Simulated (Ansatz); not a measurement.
`CS[S][GeH3]` + `SS` → `S[S][GeH3]` + `CSS` at 400 K and 1 bar (ligand exchange at a Ge–S bond).

Isolated molecules relaxed with PBE0-D4/def2-TZVP in Ansatz; ΔE leaves out vibrations. CBS: MP2 limit from def2 TZ/QZ plus the TZ coupled-cluster correction, frozen cores. This one scheme is used for every species. For Ge outer-core shells are correlated without core-valence functions, which leaves a few kJ/mol of doubt a bond. Scalar relativity is left out up to krypton. Each species was taken in one conformer, which may not be the lowest.

```
      species  CCSD(T)/CBS energy (Eh)  H − E (kJ/mol)  S (J/(mol·K))
`CS[S][GeH3]`              -2913.33841           201.9          399.1
         `SS`               -796.74576            65.3          266.1
 `S[S][GeH3]`              -2874.07545           117.9          355.7
        `CSS`               -836.00794           149.0          316.6
```

H − E and S are ideal-gas, rigid-rotor, harmonic terms from PBE0-D4/def2-TZVP, for one conformer and one mirror image of each species. 1 Eh = 2625.50 kJ/mol, R = 8.31446 J/(mol·K).

By hand: ΔE, ΔH, ΔS and ΔG.

ΔE = (-2874.07545) + (-836.00794) − (-2913.33841) − (-796.74576) = 0.00078 Eh = 2.0 kJ/mol. Δ(H − E) = 117.9 + 149.0 − 201.9 − 65.3 = -0.3, so ΔH = 1.7 kJ/mol. ΔS = 355.7 + 316.6 − 399.1 − 266.1 = 7.1 J/(mol·K). ΔG = 1.7 − 400 × (7.1)/1000 = -1.1 kJ/mol.

By hand: the equilibrium constant, and the temperature at which ΔG would vanish if ΔH and ΔS stayed fixed.

log₁₀ K = −ΔG/(RT ln 10) = 0.1. ΔG = 0 at ΔH/ΔS = 239 K, though so small a ΔH makes that figure unsure.

TΔS isn't small against ΔH here. The sign of ΔG lies within the doubt. A doubt of 5 kJ/mol in ΔE shifts log₁₀ K by 0.7 here. Other conformers and mirror images would add mixing entropy, several J/(mol·K) or more a flexible species. These are equilibria of isolated gas molecules and say nothing of rates. Largest T1 diagnostic: 0.012 (customary marks: 0.02 for closed shells, 0.045 for open ones).
